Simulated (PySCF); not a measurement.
Compound: C₅H₁₀AlGeNO.
SMILES: `[n+]1([AlH3-])cc([O][GeH3])ccc1`

Method used: TDDFT B3LYP/def2-SVPD, vertical, gas phase, core orbitals frozen in the response (PySCF). One conformer (not necessarily the lowest) at the PBE0-D3(BJ)/def2-SVP geometry, without solvent, vibrations or thermal averaging. Relativistic effects, spin–orbit coupling among them, are left out although an element past zinc is present. Torsions of this conformer, `[AlH3-:1][n+:2]1[cH:3][cH:4][cH:5][c:6]([O:7][GeH3:8])[cH:9]1`: C5–C6–O7–Ge8 180°.

List the vertical singlet excitations with oscillator strengths and describe the spectrum.

```csv
state,λ (nm),E (eV),f,|μ| (D),"main configurations (H = HOMO, L = LUMO)"
S1,314.6,3.94,0.032,1.46,H→L (99%)
S2,306.1,4.05,0.0013,0.30,H-1→L (100%)
S3,263.1,4.71,0.036,1.43,"H-2→L (62%), H→L+1 (33%)"
S4,249.8,4.96,0.059,1.77,"H→L+1 (66%), H-2→L (30%)"
S5,247.4,5.01,0.0004,0.15,H-1→L+1 (100%)
S6,231.7,5.35,0.0004,0.14,H→L+2 (100%)
S7,228.4,5.43,0.0024,0.34,H-3→L (97%)
S8,222.4,5.57,0.0001,0.08,H-1→L+2 (100%)
S9,219.8,5.64,0.0001,0.05,H-2→L+2 (99%)
S10,216.2,5.74,0.0029,0.36,H→L+3 (97%)
```

Triplets (Tamm–Dancoff): T1 3.58 eV, H-2→L (89%); T2 3.73 eV, H→L (81%), H-2→L (9%); T3 4.03 eV, H-1→L (100%); T4 4.24 eV, H-2→L+1 (80%).

The lowest singlet lies at 3.94 eV (315 nm, ultraviolet) and is of moderate strength; its leading configuration is HOMO→LUMO (99%). The strongest level in the table is S4 at 4.96 eV (250 nm, f = 0.059). Löwdin shares by element: HOMO hydrogen 56% or more, aluminium 37%; LUMO carbon 50% or more, nitrogen 22% (atoms not listed hold the other 28%). The listed states span 1.79 eV, and the widest gap between neighbours is 0.66 eV (S2 to S3). Of the 10 states listed, 3 reach f = 0.01 and 4 stay under 0.0005. The oscillator strengths of these states sum to 0.135; summed over the whole spectrum of an exact calculation they would give the number of electrons, 100 (Thomas–Reiche–Kuhn). All these states lie below the vertical ionisation energy of 9.09 eV (ΔSCF). The window holds the lowest 10 singlets.
